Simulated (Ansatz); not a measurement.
RhC (charge +1): shapes and states compared

Computed with Ansatz's Gaussian-basis code (development build). Basis cc-pwCVTZ-PP on Rh, cc-pVTZ on C, scalar-relativistic core potentials (28 electrons on Rh), no spin–orbit coupling, 1 orbital frozen in the corrections; active space CAS(12,10). Restricted Hartree–Fock, then the lowest state-specific CASSCF solution met for each case. Coupled cluster stands on the determinant that it favours, not always the lowest RHF. On stretched bonds single-reference methods can fail or change state. Solutions in different active orbitals can move differences by tenths of an eV and at times more than 1 eV.

Case A, singlet: bond length 1.6130 Å.

Case B, triplet: the shape of A.

Energy less that of case A, in eV:

| case | RHF/ROHF | CASSCF | CCSD(T) |
| --- | --- | --- | --- |
| B | +1.052 | +2.319 | +1.987 |

(1) What does SC-NEVPT2 give for these differences?

(2) Which case is lowest, and do the methods agree?

## Answers

(1) B: +2.144 eV (49.4 kcal/mol).

(2) A is lowest in SC-NEVPT2. Of the methods shown, RHF/ROHF, CASSCF, CCSD(T) agree.
